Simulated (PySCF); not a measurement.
Single conformer, no relativistic terms, averaged over atoms made equivalent by symmetry, fast rotation or ring inversion, gas phase. PBE0/pcSseg-1 with gauge-including orbitals; GFN2-xTB geometry; PySCF 2.14.0 with density-fitted response routines.

Referencing at the same level of theory: ¹H, ¹³C vs TMS. Shifts are as computed. Against solution values, carbons near 30 ppm lie about +3 ppm off and those near 130 ppm about +5 ppm; carbons on Cl a further +6 ppm. Of 1211 compounds with measured shifts, 218 miss one by over three times the rms of a fit or turn the order of signals round; such compounds aren't used in these exercises. Carbons bonded to Cl come out too deshielded.

**Question.** Order these molecules by the shift of their most deshielded carbon, lowest δ first.
A. C[C@@H](Cl)[C@@H]1[C@H](F)[C@@H]1F
B. C=CC(C=C)[C@H](C)C(=O)F
C. C=C1CCC(F)CC1
D. CC(C)(C)C#CCF

**Answer.** A (74.2 ppm, three-membered-ring carbon), D (107.3 ppm, alkyne carbon), C (155.9 ppm, fully substituted alkene carbon), B (173.4 ppm, carbonyl carbon).

**Question.** How many ¹³C and ¹H signals does each give (equivalence by symmetry and fast rotation, but not about amide C–N or C=N bonds)? `CC(C)(C)C#CCF`, `C[C@@H](Cl)[C@@H]1[C@H](F)[C@@H]1F`, `C=CC(C=C)[C@H](C)C(=O)F`, `C=C1CCC(F)CC1`, `C/C=C\CC(F)(F)Cl`

**Answer.** CC(C)(C)C#CCF: 5 C, 2 H; C[C@@H](Cl)[C@@H]1[C@H](F)[C@@H]1F: 5 C, 5 H; C=CC(C=C)[C@H](C)C(=O)F: 8 C, 9 H; C=C1CCC(F)CC1: 5 C, 6 H; C/C=C\CC(F)(F)Cl: 5 C, 4 H.
